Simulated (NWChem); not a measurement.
System: SiN2H5Cl; SMILES N[SiH](N)Cl

The following NWChem deck was run.

```
start job
memory heap 200 mb stack 900 mb global 1100 mb
geometry units angstroms noautoz
  Si     0.022121    -0.400769     0.376847
  N     -1.487397    -0.957946    -0.210241
  N      1.242596    -1.368231    -0.328099
  Cl     0.027592     1.627262    -0.131565
  H      0.290509    -0.418244     1.841352
  H     -2.290508    -0.341882    -0.235548
  H     -1.748447    -1.932623    -0.117502
  H      1.261092    -1.516767    -1.331197
  H      2.172435    -1.394183     0.074141
end
basis spherical
  * library def2-svp
end
dft
  xc xpbe96 cpbe96
  iterations 150
  vectors input atomic output neutral.movecs
end
task dft energy
charge 1
dft
  odft
  mult 2
  vectors input atomic output cation.movecs
end
task dft energy
```

Parts of the log:

```
             Northwest Computational Chemistry Package (NWChem) 7.3.0
             --------------------------------------------------------

 C1  symmetry detected

                             Geometry "geometry" -> ""
                             -------------------------

 Output coordinates in angstroms (scale by  1.889725989 to convert to a.u.)

  No.       Tag          Charge          X              Y              Z
 ---- ---------------- ---------- -------------- -------------- --------------
    1 Si                  14.0000     0.01922968    -0.40855209     0.38449584
    2 N                    7.0000    -1.49562879    -0.89671994    -0.24848055
    3 N                    7.0000     1.21678587    -1.42182431    -0.29493730
    4 Cl                  17.0000     0.12458248     1.62109225    -0.10628625
    5 H                    1.0000     0.24589059    -0.44817871     1.85560663
    6 H                    1.0000    -2.27095168    -0.24689903    -0.29054924
    7 H                    1.0000    -1.80014386    -1.86007184    -0.17123701
    8 H                    1.0000     1.25681452    -1.56364030    -1.29837966
    9 H                    1.0000     2.13317325    -1.49023932     0.13240874

 Effective nuclear repulsion energy (a.u.)     225.0676891086

  pbe96 is a nonlocal functional; adding pw91lda local functional.

                                 NWChem DFT Module
                                 -----------------

 Summary of "ao basis" -> "ao basis" (spherical)
 ------------------------------------------------------------------------------
       Tag                 Description            Shells   Functions and Types
 ---------------- ------------------------------  ------  ---------------------
 Si                         def2-svp                 8       18   4s3p1d
 N                          def2-svp                 6       14   3s2p1d
 Cl                         def2-svp                 8       18   4s3p1d
 H                          def2-svp                 3        5   2s1p

            General Information
            -------------------
          SCF calculation type: DFT
          Wavefunction type:  closed shell.
          No. of atoms     :     9
          No. of electrons :    50
           Alpha electrons :    25
            Beta electrons :    25
          Charge           :     0
          Spin multiplicity:     1
          Use of symmetry is: off; symmetry adaption is: off
          Maximum number of iterations: 150
          AO basis - number of functions:    89
                     number of shells:    43
          Convergence on energy requested:  1.00D-06
          Convergence on density requested:  1.00D-05
          Convergence on gradient requested:  5.00D-04

              XC Information
              --------------
          PerdewBurkeErnzerhof Exchange Functional  1.000
            Perdew 1991 LDA Correlation Functional  1.000 local
           PerdewBurkeErnz. Correlation Functional  1.000 non-local

             Grid Information
             ----------------
          Grid used for XC integration:  medium
          Radial quadrature: Mura-Knowles
          Angular quadrature: Lebedev.
          Tag              B.-S. Rad. Rad. Pts. Rad. Cut. Ang. Pts.
          ---              ---------- --------- --------- ---------
          Si                  1.10       88           8.0       590
          N                   0.65       49          10.0       434
          Cl                  1.00       88          11.0       590
          H                   0.35       45          12.0       434
          Grid pruning is: on
          Number of quadrature shells:   499
          Spatial weights used:  Erf1

      Superposition of Atomic Density Guess
      -------------------------------------

 Sum of atomic energies:        -859.04682175

      Non-variational initial energy
      ------------------------------

 Total energy =    -860.713195
 1-e energy   =   -1632.977428
 2-e energy   =     547.196543
 HOMO         =      -0.347097
 LUMO         =       0.075471

   convergence    iter        energy       DeltaE   RMS-Dens  Diis-err
 ---------------- ----- ----------------- --------- --------- ---------
 d= 0,ls=0.0,diis     1   -861.4470400189 -1.09D+03  1.46D-02  6.69D-01
 d= 0,ls=0.0,diis     2   -861.3967957664  5.02D-02  9.64D-03  9.90D-01
 d= 0,ls=0.0,diis     3   -861.5062467880 -1.09D-01  2.45D-03  7.78D-02
 d= 0,ls=0.0,diis     4   -861.5142467920 -8.00D-03  1.00D-03  7.04D-03
 d= 0,ls=0.0,diis     5   -861.5152718155 -1.03D-03  1.34D-04  1.79D-04
  Resetting Diis
 d= 0,ls=0.0,diis     6   -861.5152927629 -2.09D-05  4.04D-05  1.33D-05
 d= 0,ls=0.0,diis     7   -861.5152937095 -9.47D-07  4.68D-05  5.39D-06
 d= 0,ls=0.0,diis     8   -861.5152919089  1.80D-06  3.15D-05  2.14D-05
 d= 0,ls=0.0,diis     9   -861.5152943116 -2.40D-06  1.61D-06  1.91D-08
 d= 0,ls=0.0,diis    10   -861.5152943136 -1.96D-09  5.24D-07  2.33D-09

         Total DFT energy =     -861.515294313606
      One electron energy =    -1637.002232966123
           Coulomb energy =      614.885215989961
    Exchange-Corr. energy =      -64.465966446088
 Nuclear repulsion energy =      225.067689108644

 Numeric. integr. density =       50.000002954768

                       DFT Final Molecular Orbital Analysis
                       ------------------------------------

 Vector   23  Occ=2.000000D+00  E=-2.538740D-01
              MO Center=  1.1D-01,  1.3D+00,  8.4D-02, r^2= 2.1D+00
   Bfn.  Coefficient  Atom+Function         Bfn.  Coefficient  Atom+Function
  ----- ------------  ---------------      ----- ------------  ---------------
    59      0.578194  4 Cl pz                56      0.427346  4 Cl pz
    53      0.249754  4 Cl pz                65     -0.172696  5 H  s
    66     -0.160400  5 H  s                 57      0.150192  4 Cl px
    54      0.111507  4 Cl px                21      0.104154  2 N  s
    58      0.081919  4 Cl py                10     -0.081476  1 Si pz

 Vector   24  Occ=2.000000D+00  E=-2.228006D-01
              MO Center=  9.6D-01, -9.8D-01, -2.1D-01, r^2= 2.4D+00
   Bfn.  Coefficient  Atom+Function         Bfn.  Coefficient  Atom+Function
  ----- ------------  ---------------      ----- ------------  ---------------
    37      0.479227  3 N  py                40     -0.395128  3 N  py
    58     -0.213334  4 Cl py                57      0.185813  4 Cl px
    36      0.175648  3 N  px                55     -0.143045  4 Cl py
    54      0.135897  4 Cl px                38     -0.135153  3 N  pz
    39     -0.134734  3 N  px                12     -0.127057  1 Si py

 Vector   25  Occ=2.000000D+00  E=-2.175063D-01
              MO Center= -1.2D+00, -8.2D-01, -1.1D-01, r^2= 1.8D+00
   Bfn.  Coefficient  Atom+Function         Bfn.  Coefficient  Atom+Function
  ----- ------------  ---------------      ----- ------------  ---------------
    24      0.531380  2 N  pz                27     -0.439602  2 N  pz
    66      0.214197  5 H  s                 65      0.155478  5 H  s
    22     -0.111705  2 N  px                35     -0.112165  3 N  s
    13     -0.105918  1 Si pz                25      0.087713  2 N  px
    21      0.086637  2 N  s                 37      0.076442  3 N  py

 Vector   26  Occ=0.000000D+00  E= 2.626309D-02
              MO Center=  4.9D-03, -1.3D+00, -3.5D-01, r^2= 6.7D+00
   Bfn.  Coefficient  Atom+Function         Bfn.  Coefficient  Atom+Function
  ----- ------------  ---------------      ----- ------------  ---------------
    35      1.078447  3 N  s                 21      0.968255  2 N  s
    86     -0.638562  9 H  s                 81     -0.574179  8 H  s
    76     -0.569059  7 H  s                 71     -0.559445  6 H  s
     4     -0.547965  1 Si s                 12      0.237471  1 Si py
    34      0.219350  3 N  s                 20      0.205130  2 N  s

 Vector   27  Occ=0.000000D+00  E= 3.551495D-02
              MO Center= -2.0D-01, -7.5D-01,  1.6D-01, r^2= 6.1D+00
   Bfn.  Coefficient  Atom+Function         Bfn.  Coefficient  Atom+Function
  ----- ------------  ---------------      ----- ------------  ---------------
    21      1.012108  2 N  s                 35     -0.914381  3 N  s
    11      0.795839  1 Si px                76     -0.591757  7 H  s
    81      0.452226  8 H  s                 86      0.433030  9 H  s
    71     -0.328997  6 H  s                 57     -0.231662  4 Cl px
    12     -0.228038  1 Si py                 4     -0.193384  1 Si s

 Vector   28  Occ=0.000000D+00  E= 4.432991D-02
              MO Center=  6.5D-02, -1.0D-01,  4.2D-01, r^2= 3.7D+00
   Bfn.  Coefficient  Atom+Function         Bfn.  Coefficient  Atom+Function
  ----- ------------  ---------------      ----- ------------  ---------------
    12      0.985132  1 Si py                58      0.565540  4 Cl py
     3      0.535600  1 Si s                 50     -0.513540  4 Cl s
    66     -0.372302  5 H  s                  9      0.363736  1 Si py
    71     -0.299652  6 H  s                 76      0.280351  7 H  s
    11      0.250846  1 Si px                 4      0.245730  1 Si s

     Multipole analysis of the density
     ---------------------------------

     L   x y z        total         alpha         beta         nuclear
     -   - - -        -----         -----         ----         -------
     0   0 0 0     -0.000000    -25.000000    -25.000000     50.000000

     1   1 0 0     -0.082946     -0.041473     -0.041473      0.000000
     1   0 1 0     -0.859694     -0.429847     -0.429847     -0.000000
     1   0 0 1     -0.157345     -0.078673     -0.078673      0.000000

     2   2 0 0    -23.108410    -84.545967    -84.545967    145.983524
     2   1 1 0     -0.532265      1.062656      1.062656     -2.657577
     2   1 0 1     -0.551023     -0.351756     -0.351756      0.152489
     2   0 2 0    -29.117421   -148.793412   -148.793412    268.469403
     2   0 1 1      0.756738     -0.975673     -0.975673      2.708083
     2   0 0 2    -28.955933    -29.767865    -29.767865     30.579798

                                 NWChem DFT Module
                                 -----------------

            General Information
            -------------------
          SCF calculation type: DFT
          Wavefunction type:  spin polarized.
          No. of atoms     :     9
          No. of electrons :    49
           Alpha electrons :    25
            Beta electrons :    24
          Charge           :     1
          Spin multiplicity:     2
          Use of symmetry is: off; symmetry adaption is: off
          Maximum number of iterations: 150
          AO basis - number of functions:    89
                     number of shells:    43
          Convergence on energy requested:  1.00D-06
          Convergence on density requested:  1.00D-05
          Convergence on gradient requested:  5.00D-04

              XC Information
              --------------
          PerdewBurkeErnzerhof Exchange Functional  1.000
            Perdew 1991 LDA Correlation Functional  1.000 local
           PerdewBurkeErnz. Correlation Functional  1.000 non-local

             Grid Information
             ----------------
          Grid used for XC integration:  medium
          Radial quadrature: Mura-Knowles
          Angular quadrature: Lebedev.
          Tag              B.-S. Rad. Rad. Pts. Rad. Cut. Ang. Pts.
          ---              ---------- --------- --------- ---------
          Si                  1.10       88           8.0       590
          N                   0.65       49          10.0       434
          Cl                  1.00       88          11.0       590
          H                   0.35       45          12.0       434
          Grid pruning is: on
          Number of quadrature shells:   499
          Spatial weights used:  Erf1

      Superposition of Atomic Density Guess
      -------------------------------------

 Sum of atomic energies:        -859.04682175

 Renormalizing density from      50.00 to     49

      Non-variational initial energy
      ------------------------------

 Total energy =    -849.722630
 1-e energy   =   -1600.317879
 2-e energy   =     525.527560
 HOMO         =      -0.624575
 LUMO         =      -0.197287

[...]
```

Level: PBE/def2-SVP, vertical spin-unrestricted ions. Structure relaxed at the PBE0/def2-SVP level.
